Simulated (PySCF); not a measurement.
PySCF input file for WCl6, SMILES [Cl][W]([Cl])([Cl])([Cl])([Cl])[Cl], multiplicity 1, IEF-PCM-PBE0/def2-SVP. The structure is a stationary point at B3LYP-D3(BJ)/def2-SVP. The multiplicity is an assumed one; other spin states were not compared. The isomer is the one that the SMILES or the coordinates give; other isomers of the formula were not compared. The def2 effective core potentials stand for the cores of W; spin–orbit coupling is left out.

```python
import numpy as np
from pyscf import gto, scf, dft
from pyscf.solvent import pcm

mol = gto.M(
    atom='''
    W     0.00000000    0.00000000    0.00000000
    Cl    0.00000000    2.31709904    0.00000000
    Cl    2.31709904    0.00000000    0.00000000
    Cl   -2.31709904    0.00000000    0.00000000
    Cl    0.00000000   -2.31709904    0.00000000
    Cl    0.00000000    0.00000000    2.31709904
    Cl    0.00000000    0.00000000   -2.31709904
    ''',
    basis='def2-SVP',
    ecp={'W': 'def2-svp'},
    charge=0,
    spin=0,
    max_memory=1600,
    verbose=3,
)
mf = dft.RKS(mol, xc='pbe0').density_fit(auxbasis='def2-universal-jkfit')
mf.grids.level = 3
mf.conv_tol = 1e-9
mf.max_cycle = 100
mf.kernel()
res = {}
for name, eps in {'water': 78.355, 'dichloromethane': 8.93, 'toluene': 2.3741}.items():
    s = mf.PCM()
    s.with_solvent.method, s.with_solvent.eps, s.with_solvent.lebedev_order = 'IEF-PCM', eps, 17
    s.kernel(mf.make_rdm1())
    res[name] = (s.e_tot, eps, s.dip_moment(), s.mo_energy, s.converged)
    print(f'{name}: electrostatic solvation free energy {(s.e_tot - mf.e_tot) * 627.509474:.3f} kcal/mol')
```

Log of the run:

```
converged SCF energy = -2826.73513905601

WARN: PCM is an experimental feature. It is still in testing.
Features and APIs may be changed in the future.

converged SCF energy = -2826.73571375192
Dipole moment(X, Y, Z, Debye):  0.00000,  0.00000,  0.00000
water: electrostatic solvation free energy -0.361 kcal/mol

WARN: PCM is an experimental feature. It is still in testing.
Features and APIs may be changed in the future.

converged SCF energy = -2826.73560744713
Dipole moment(X, Y, Z, Debye):  0.00000,  0.00000,  0.00000
dichloromethane: electrostatic solvation free energy -0.294 kcal/mol

WARN: PCM is an experimental feature. It is still in testing.
Features and APIs may be changed in the future.

converged SCF energy = -2826.73537800805
Dipole moment(X, Y, Z, Debye):  0.00000,  0.00000,  0.00000
toluene: electrostatic solvation free energy -0.150 kcal/mol
```

The calculation finished and met its thresholds.

Cost: roughly 80 core-seconds.
